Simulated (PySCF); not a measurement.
**Interval between two levels of As⁺ by level of theory**

As⁺ [Ar] 3d10 4s2 4p2 [3P2, M_J = 2] → As⁺ [Ar] 3d10 4s2 4p1 5s1 [3P2, M_J = 2], as a difference of total energies. Calculation: PySCF 2.14, in x2c-TZVPall-2c with one added diffuse shell each of s, p, d type (7s8p5d1f, 63 functions); the two-component X2C-1e Hamiltonian. Correlated levels: [Ne] frozen. "Screened" scales the spin-orbit matrix elements by Boettger's factors to mimic the two-electron term; Breit and QED terms are absent.

| method | interval between two levels (cm⁻¹) |
| --- | --- |
| GHF (spin-free) | 77042 |
| GMP2 (spin-free) | 78398 |
| GHF (screened spin-orbit) | 77356 |
| GMP2 (screened spin-orbit) | 78679 |

The labels give the starting determinants; with spin-orbit coupling the two ends relaxed to ⟨J²⟩ = 6.01, ⟨L²⟩ = 2.10, ⟨S²⟩ = 1.96 and ⟨J²⟩ = 6.01, ⟨L²⟩ = 2.01, ⟨S²⟩ = 2.00.

The promoted electron is Rydberg-like, and one or two diffuse shells describe it only roughly, which tends to raise the upper state.
